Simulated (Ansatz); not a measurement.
Reaction (ligand exchange at the Si–C bond): `OC(F)[SiH2][SiH3]` + `[CH3][AlH][OH]` → `[CH3][AlH][O][SiH2][SiH3]` + `OCF`

Computed with Ansatz on PBE0-D4/def2-TZVP structures; ΔE is electronic, products minus reactants. CBS: MP2 limit from def2 TZ/QZ plus the TZ coupled-cluster correction, frozen cores. Functionals use def2-TZVPP. One conformer a species, not always the lowest.

(1) Is it downhill or uphill in electronic energy at CCSD(T)/CBS, and by how much? (An estimate is asked.)

(2) What do these levels give: r2SCAN-D4, PBE, CCSD/def2-TZVPP, CCSD(T)/def2-TZVPP, MP2/CBS(def2), CCSD/CBS(def2)? (Estimate.)

Largest T1 diagnostic among the species: 0.013.

Answers

(1) Ansatz gave: Downhill: ΔE = -132.8 kJ/mol.

(2) Ansatz gave: r2SCAN-D4 -129.8, PBE -114.6, CCSD/def2-TZVPP -137.7, CCSD(T)/def2-TZVPP -134.4, MP2/CBS(def2) -135.6, CCSD/CBS(def2) -136.1 kJ/mol.

In def2-TZVPP, CCSD(T) changes the Hartree–Fock value by +23.4 kJ/mol (the triples alone add +3.3 kJ/mol) and MP2 by +20.5 kJ/mol. The D4 term adds −3.4 kJ/mol with B3LYP and −2.4 kJ/mol with PBE0; it sums over pairs of atoms, weighted by their polarisabilities, and B3LYP, whose exchange is more repulsive, gets the larger term.

B3LYP here is the variant with VWN-RPA as its local correlation; programs differ in this.
